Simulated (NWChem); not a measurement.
Molecule: C2H6AlF; SMILES [CH3][Al]([CH3])[F]

All runs: NWChem. Pople sets run with spherical d functions. The geometry was optimised at B3LYP/6-31G* (spherical d). Level BLYP/6-31G*: energy and gradient; each run changes one setting, and changes count from the defaults (medium grid, exact Coulomb integrals, symmetry on).

Which setting moves the energy most, and by about how much (Coulomb fitting, Ahlrichs set; Becke weights; tight SCF thresholds and tolerances; defaults; extra-fine grid)?

Coulomb fitting, Ahlrichs set, by about 300 μHa.
| setting | size of the energy change (μHa) | largest change of a gradient component (μHa/bohr) |
|---|---|---|
| defaults | < 10 | < 30 |
| Becke weights | < 10 | < 30 |
| extra-fine grid | < 10 | < 30 |
| Coulomb fitting, Ahlrichs set | 300 | < 30 |
| tight SCF thresholds and tolerances | < 10 | < 30 |
